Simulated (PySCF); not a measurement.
# Complete the spectrum of C7H7ClS

C7H7ClS.
SMILES: `ClC1=C(C2CC2)C=CS1`

The calculation used PySCF, TDDFT PBE0/def2-SVPD, vertical, gas phase, core orbitals frozen in the response. Isolated species at its GFN2-xTB geometry (one conformer only). Torsions of this conformer, `[Cl:1][c:2]1[s:3][cH:4][cH:5][c:6]1[CH:7]1[CH2:8][CH2:9]1`: C5–C6–C7–C8 -102°.

Lowest singlets, with some entries withheld (?).

```tsv
state	E (eV)	f	main configurations (H = HOMO, L = LUMO)
S1	5.25	?	H→L (96%)
S2	5.56	?	H→L+1 (97%)
S3	5.69	?	H-1→L (84%)
S4	5.89	?	H→L+2 (91%)
S5	6.08	?	H-1→L+1 (95%)
S6	6.34	?	H→L+3 (85%)
S7	6.70	?	H-2→L (78%), H→L+4 (11%)
S8	6.74	?	H-1→L+2 (85%)
```

**Question.** Fill in the withheld entries.

**Answer.** 
- S1: f = 0.111
- S2: f = 0.0003
- S3: f = 0.097
- S4: f = 0.0009
- S5: f = 0.0004
- S6: f = 0.016
- S7: f = 0.025
- S8: f = 0.0054

**Question.** Where do the lowest triplets lie (Tamm–Dancoff)?

**Answer.** T1 3.48 eV, H→L (94%); T2 4.47 eV, H-1→L (92%); T3 5.27 eV, H→L+1 (80%), H→L+2 (15%). E(S1) − E(T1) = +1.77 eV.

**Question.** Which level carries the most intensity, and what share of the listed sum of f?

**Answer.** S1, with f = 0.111 of 0.257, 43%.

**Question.** How far apart are S3 and S5, in eV and cm⁻¹?

**Answer.** 6.077 − 5.690 = 0.387 eV, or about 3120 cm⁻¹.
